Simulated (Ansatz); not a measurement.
`BCC(O)=S` + `OC[SiH2]Cl` → `BOC[SiH2]Cl` + `CC(O)=S`  (ligand exchange at a B–C bond)

Calculated with Ansatz (gas phase, PBE0-D4/def2-TZVP geometries, no zero-point term in ΔE). CBS: MP2 limit from def2 TZ/QZ plus the TZ coupled-cluster correction, frozen cores. Functionals use def2-TZVPP. B3LYP here is the variant with VWN-RPA as its local correlation; programs differ in this. Each species was taken in one conformer, which may not be the lowest.

`BCC(O)=S`:

```xyz
10

B    -0.870   -0.981    0.494
C    -0.451    0.152   -0.479
C     0.729    1.012   -0.131
O     1.767    0.369    0.403
S     0.778    2.612   -0.386
H    -0.077   -1.486    1.242
H    -1.974   -1.432    0.455
H    -1.272    0.769   -0.841
H    -0.149   -0.468   -1.352
H     1.519   -0.547    0.593
```

`OC[SiH2]Cl`:

```xyz
9

O     1.583   -0.729    0.141
C     0.319   -0.704   -0.497
Si   -0.885    0.461    0.361
Cl    0.074    2.289    0.477
H     1.908    0.175    0.201
H    -0.080   -1.722   -0.453
H     0.401   -0.445   -1.563
H    -2.137    0.643   -0.415
H    -1.183    0.033    1.748
```

`BOC[SiH2]Cl`:

Cartesian coordinates in Å:
```
B 1.438 0.540 -1.459
O 0.528 0.947 -0.559
C 0.283 0.233 0.648
Si -1.456 -0.489 0.573
Cl -1.803 -1.487 2.336
H 2.096 -0.443 -1.247
H 1.545 1.201 -2.449
H 0.368 0.931 1.486
H 1.025 -0.561 0.793
H -1.554 -1.454 -0.548
H -2.469 0.581 0.428
```

`CC(O)=S`:

Z-matrix (Å, degrees):
```
C
C 1 1.488
H 1 1.094 2 109.4
H 1 1.094 2 109.4 3 -116.9
H 1 1.085 2 111.0 3 121.6
O 2 1.331 1 111.2 3 58.3
S 2 1.627 1 126.1 3 -121.7
H 6 0.969 2 107.1 1 180.0
```

Question: Is it downhill or uphill in electronic energy at CCSD(T)/CBS, and by how much? (Estimate.)

Answer: Computed: Downhill: ΔE = -1.75 eV.

Question: What do these levels give: PBE-D4, r2SCAN-D4, PBE0-D4, B3LYP-D4, ωB97M-V, r2SCAN, PBE0, HF/def2-TZVPP, CCSD(T)/def2-TZVPP, HF/def2-QZVPP, MP2/def2-QZVPP, CCSD/CBS(def2)? (Estimate.)

Answer: Ansatz gave: PBE-D4 -1.68, r2SCAN-D4 -1.73, PBE0-D4 -1.69, B3LYP-D4 -1.80, ωB97M-V -1.75, r2SCAN -1.73, PBE0 -1.70, HF/def2-TZVPP -1.89, CCSD(T)/def2-TZVPP -1.78, HF/def2-QZVPP -1.89, MP2/def2-QZVPP -1.76, CCSD/CBS(def2) -1.75 eV.

Largest T1 diagnostic among the species: 0.017.

In def2-TZVPP, CCSD(T) changes the Hartree–Fock value by +0.11 eV (the triples alone add +0.01 eV) and MP2 by +0.11 eV.
